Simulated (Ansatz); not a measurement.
The cluster Al3O3⁺, relaxed as a singlet with RKS r2SCAN-D4/def2-SVP in Ansatz, starting from the GFN1-xTB geometry. Force threshold 0.02 eV/Å.

Another isomer (singlet) lies 0.68 eV lower at PBE0-D4/def2-TZVP; other spin states weren't run for this one.

Start:

```csv
atom,x (Å),y (Å),z (Å)
Al1,2.7338,-1.9938,-0.6824
Al2,-0.0068,0.0092,0.0097
Al3,-1.9028,1.3778,0.4650
O4,-1.8279,-0.2738,0.2227
O5,1.3021,-0.9368,-0.3184
O6,-0.2984,1.8173,0.3034
```

| step | energy (eV) | largest force component (eV/Å) | SCF passes |
| --- | --- | --- | --- |
| 1 | -25913.3786 | 1.520 | 46 |
| 2 | -25913.4724 | 1.114 | 23 |
| 3 | -25913.5656 | 0.144 | 22 |
| 4 | -25913.5671 | 0.079 | 25 |
| 5 | -25913.5673 | 0.001 | 26 |

Force components are those of the run's own axes.

End:

```xyz
6

Al    2.668   -1.937   -0.660
Al   -0.028    0.021    0.007
Al   -1.918    1.392    0.474
O    -1.774   -0.300    0.211
O     1.305   -0.947   -0.323
O    -0.253    1.771    0.290
```

By distances, no bond broke or formed. The bond that changes most is Al1–O5, from 1.82 to 1.72 Å (atoms count from 1).

No frequencies were taken in this run, so the end may be a saddle point.

Run time 7.5 s (4 threads of Arm Neoverse V1 on a shared host).
